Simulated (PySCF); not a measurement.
W²⁺: excitation energy

W²⁺ [Xe] 4f14 5d4 (5D) → W²⁺ [Xe] 4f14 5d3 6s1, s spin flipped, as a difference of total energies. Computed with PySCF 2.14 in x2c-TZVPPall, with scalar relativity by spin-free X2C-1e. Correlated levels: valence: [Xe] 4f14 frozen. The calculations carry no spin-orbit coupling.

| method | excitation energy (eV) |
| --- | --- |
| UHF | 2.840 |
| MP2 (valence) | 2.992 |
| SCS-MP2 (valence) | 2.629 |

**Question.** How much does correlation contribute at MP2 (valence)?

**Answer.** 2.992 − (2.840) = 0.152 eV, measured against UHF.

The upper determinant mixes two multiplicities, so it lies between the two terms.

The basis was made for the ground configuration and has no added diffuse functions, so the excitation energy can come out too high.

The coupled-cluster amplitudes are large for the upper state (T1 above 0.03 or a double amplitude above 0.15), so a single reference is strained.
